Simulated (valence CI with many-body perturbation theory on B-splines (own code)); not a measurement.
E1 transitions of La⁴³⁺

Level of theory: valence CI with perturbative core correlation (CI+MBPT): four valence electrons over a frozen Dirac-Fock core [Ne], a basis of 11 s, 11 p, 10 d, 8 f, 5 g, 2 h functions for each j, with the one-electron correlation potential Σ1, the two-electron term Σ2, the three-electron term Σ3, Breit, model QED; selected CI, second order for the rest, scaled by the run's own slope (own B-spline code, finite nucleus).

No measured spectrum was set against this ion. As an estimate, large intervals hold to a few tenths of a per cent, small ones and those within an open d or f shell to about a per cent. Among the levels kept, up to 550 cm⁻¹ of a level comes from second order outside the variational space, and about a tenth of that is noise between levels of different J, which matters for small intervals.

Lines 101 to 150 of 533 in falling wavelength, among levels below 6192.2 × 10³ cm⁻¹, chosen from the strongest by gf and those to the six lowest levels. Wavelengths and rates use the calculated energies. Electric multipoles are in the length gauge, E1 and E2 with the static RPA response of the core. Weak lines are less certain than strong ones. Lines between different terms over intervals too small for the method are left out, as are lines whose strength nearly cancels. Where a level lies close to another of its J and parity, the split of strength between their lines is uncertain. The highest levels of a list are the least certain.

Levels are named by their leading jj configuration (3d3/2^4 stands for four electrons in 3d with j = 3/2), which in mixed levels can hold well under half, so a name can repeat and another be missing. Letters in brackets count levels of one name in rising energy.

| λ vac (Å) | Upper | Lower | A (s⁻¹) | log gf | Branch % |
| --- | --- | --- | --- | --- | --- |
| 66.45 | (3s 3p1/2 3d5/2^2) J=4 [a] | (3s 3p1/2 3p3/2 3d3/2) J=3 [c] | 1.41e+10 | -1.08 | 4.0 |
| 66.37 | (3s^2 3p1/2 3d3/2) J=1 | (3s^2 3p1/2 3p3/2) J=1 | 2.65e+08 | -3.28 | 0.0 |
| 66.22 | (3s^2 3p1/2 3d5/2) J=2 | (3s^2 3p1/2 3p3/2) J=1 | 2.09e+10 | -1.16 | 84.8 |
| 65.93 | (3s 3p1/2 3d3/2 3d5/2) J=3 [b] | (3s 3p1/2 3p3/2 3d3/2) J=2 [c] | 3.32e+10 | -0.82 | 16.2 |
| 65.71 | (3s 3p1/2 3d5/2^2) J=4 [b] | (3s 3p1/2 3p3/2 3d5/2) J=3 [a] | 4.64e+10 | -0.57 | 16.4 |
| 65.57 | (3s 3p1/2 3p3/2 3d5/2) J=3 [a] | (3s 3p1/2 3p3/2^2) J=2 [a] | 2.02e+10 | -1.04 | 13.7 |
| 65.42 | (3s 3p1/2 3d3/2 3d5/2) J=3 [d] | (3s 3p1/2 3p3/2 3d5/2) J=3 [a] | 1.85e+10 | -1.08 | 3.9 |
| 65.34 | (3s 3p1/2 3d3/2 3d5/2) J=2 [b] | (3s 3p1/2 3p3/2 3d3/2) J=2 [c] | 2.73e+10 | -1.06 | 12.9 |
| 65.11 | (3s 3p1/2 3p3/2 3d5/2) J=0 | (3s 3p1/2 3p3/2^2) J=1 [b] | 1.47e+11 | -1.03 | 30.9 |
| 64.95 | (3s 3p1/2 3p3/2 3d5/2) J=2 [b] | (3s 3p1/2 3p3/2^2) J=3 | 2.87e+10 | -1.04 | 11.0 |
| 64.83 | (3s 3p3/2^2 3d5/2) J=1 [b] | (3s 3p3/2^3) J=1 | 1.20e+11 | -0.65 | 14.4 |
| 64.76 | (3s 3p1/2 3d3/2 3d5/2) J=3 [c] | (3s 3p1/2 3p3/2 3d3/2) J=2 [d] | 5.92e+10 | -0.58 | 10.8 |
| 64.74 | (3s 3p1/2 3p3/2 3d5/2) J=4 [b] | (3s 3p1/2 3p3/2^2) J=3 | 5.10e+10 | -0.54 | 58.2 |
| 64.69 | (3s 3p1/2 3d5/2^2) J=3 [a] | (3s 3p1/2 3p3/2 3d5/2) J=4 [b] | 2.48e+10 | -0.96 | 8.4 |
| 64.52 | (3p1/2 3p3/2^2 3d5/2) J=1 [b] | (3p1/2 3p3/2^3) J=1 [b] | 6.36e+10 | -0.92 | 8.4 |
| 64.49 | (3s 3p1/2^2 3d5/2) J=3 | (3s 3p1/2^2 3p3/2) J=2 | 5.59e+10 | -0.61 | 77.0 |
| 64.48 | (3s 3p1/2 3d5/2^2) J=3 [a] | (3s 3p1/2 3p3/2 3d5/2) J=2 [b] | 3.33e+10 | -0.84 | 11.2 |
| 64.43 | (3s 3p1/2 3d5/2^2) J=3 [b] | (3s 3p1/2 3p3/2 3d5/2) J=3 [b] | 2.48e+10 | -0.97 | 10.6 |
| 64.38 | (3s 3p1/2 3d3/2 3d5/2) J=3 [a] | (3s 3p1/2 3p3/2 3d3/2) J=2 [b] | 7.36e+10 | -0.49 | 40.6 |
| 64.38 | (3p1/2 3p3/2^2 3d5/2) J=3 [c] | (3p1/2 3p3/2^3) J=2 | 1.42e+11 | -0.21 | 26.5 |
| 64.36 | (3p1/2 3p3/2^2 3d5/2) J=2 [c] | (3p1/2 3p3/2^3) J=1 [b] | 1.17e+11 | -0.44 | 15.8 |
| 64.12 | (3p1/2 3p3/2^2 3d5/2) J=1 [b] | (3p1/2 3p3/2^3) J=1 [a] | 8.20e+10 | -0.82 | 10.9 |
| 63.99 | (3s 3p1/2 3d3/2 3d5/2) J=4 [a] | (3s 3p1/2 3p3/2 3d3/2) J=3 [a] | 7.85e+10 | -0.36 | 76.8 |
| 63.96 | (3p1/2 3p3/2^2 3d5/2) J=2 [c] | (3p1/2 3p3/2^3) J=1 [a] | 1.39e+11 | -0.37 | 18.7 |
| 63.87 | (3s 3p1/2 3p3/2 3d5/2) J=2 [d] | (3s 3p1/2 3p3/2^2) J=1 [b] | 1.41e+11 | -0.36 | 22.2 |
| 63.80 | (3p1/2^2 3p3/2 3d5/2) J=3 | (3s 3p1/2 3p3/2 3d3/2) J=2 [a] | 1.20e+11 | -0.29 | 54.7 |
| 63.67 | (3s 3p1/2 3p3/2 3d5/2) J=3 [d] | (3s 3p1/2 3p3/2^2) J=2 [b] | 1.52e+11 | -0.19 | 36.1 |
| 63.54 | (3s^2 3p3/2 3d5/2) J=1 | (3s^2 3p3/2^2) J=0 | 1.01e+11 | -0.74 | 51.9 |
| 63.46 | (3s 3p1/2 3p3/2 3d5/2) J=2 [c] | (3s 3p1/2 3p3/2^2) J=2 [b] | 4.24e+10 | -0.89 | 12.8 |
| 63.35 | (3p1/2 3p3/2^2 3d5/2) J=4 [a] | (3s 3p1/2 3p3/2 3d5/2) J=3 [d] | 1.58e+10 | -1.07 | 3.8 |
| 63.29 | (3p1/2 3p3/2^2 3d5/2) J=2 [b] | (3p1/2 3p3/2^3) J=2 | 1.77e+11 | -0.27 | 30.0 |
| 63.26 | (3s 3p1/2 3d3/2 3d5/2) J=2 [c] | (3s 3p1/2 3p3/2 3d3/2) J=1 [b] | 6.44e+10 | -0.71 | 10.3 |
| 63.19 | (3s 3p1/2 3p3/2 3d3/2) J=3 [b] | (3s^2 3p1/2 3d5/2) J=2 | 1.91e+10 | -1.10 | 5.3 |
| 63.16 | (3s 3p1/2 3d3/2 3d5/2) J=2 [a] | (3s 3p1/2 3p3/2 3d3/2) J=1 [a] | 5.40e+10 | -0.79 | 15.1 |
| 63.15 | (3s 3p1/2 3p3/2 3d5/2) J=1 [a] | (3s 3p1/2 3p3/2^2) J=0 | 8.41e+10 | -0.82 | 45.2 |
| 63.13 | (3s 3p1/2 3p3/2 3d5/2) J=1 [b] | (3s 3p1/2 3p3/2^2) J=1 [a] | 1.25e+11 | -0.65 | 45.1 |
| 62.93 | (3s 3p1/2 3d5/2^2) J=4 [a] | (3s 3p1/2 3p3/2 3d3/2) J=3 [b] | 1.02e+11 | -0.26 | 28.9 |
| 62.84 | (3s^2 3d5/2^2) J=4 | (3s^2 3p3/2 3d5/2) J=3 | 1.66e+11 | -0.05 | 39.5 |
| 62.81 | (3s 3p1/2 3d3/2 3d5/2) J=5 | (3s 3p1/2 3p3/2 3d3/2) J=4 | 9.57e+10 | -0.21 | 79.2 |
| 62.79 | (3p1/2 3p3/2^2 3d5/2) J=3 [a] | (3s 3p1/2 3p3/2 3d5/2) J=2 [d] | 1.12e+11 | -0.33 | 17.4 |
| 62.74 | (3p1/2^2 3p3/2 3d5/2) J=1 | (3s 3p1/2 3p3/2 3d3/2) J=0 [a] | 6.27e+10 | -0.95 | 29.2 |
| 62.62 | (3s 3p1/2 3d5/2^2) J=2 [b] | (3s 3p1/2 3p3/2 3d5/2) J=2 [b] | 3.88e+10 | -0.94 | 12.3 |
| 62.56 | (3p1/2 3p3/2^2 3d5/2) J=1 [b] | (3p1/2 3p3/2^3) J=2 | 4.21e+10 | -1.13 | 5.6 |
| 62.56 | (3s 3p3/2^2 3d5/2) J=4 [a] | (3s^2 3p3/2 3d3/2) J=3 | 2.41e+10 | -0.90 | 13.7 |
| 62.51 | (3s 3p1/2 3p3/2 3d5/2) J=2 [c] | (3s 3p1/2 3p3/2^2) J=1 [a] | 1.19e+11 | -0.46 | 35.8 |
| 62.44 | (3s 3p1/2 3p3/2 3d5/2) J=3 [b] | (3s 3p1/2 3p3/2^2) J=2 [a] | 6.55e+10 | -0.57 | 22.2 |
| 62.41 | (3p1/2 3p3/2^2 3d5/2) J=2 [c] | (3p1/2 3p3/2^3) J=2 | 3.74e+10 | -0.96 | 5.1 |
| 62.36 | (3s 3p1/2 3d3/2 3d5/2) J=3 [b] | (3s 3p1/2 3p3/2 3d3/2) J=4 | 2.37e+10 | -1.02 | 11.5 |
| 62.13 | (3s 3p1/2 3d3/2 3d5/2) J=4 [b] | (3s 3p1/2 3p3/2 3d3/2) J=4 | 1.42e+10 | -1.13 | 9.4 |
| 61.98 | (3s 3p3/2^2 3d3/2) J=2 [b] | (3s^2 3p3/2 3d5/2) J=1 | 3.22e+10 | -1.03 | 4.3 |
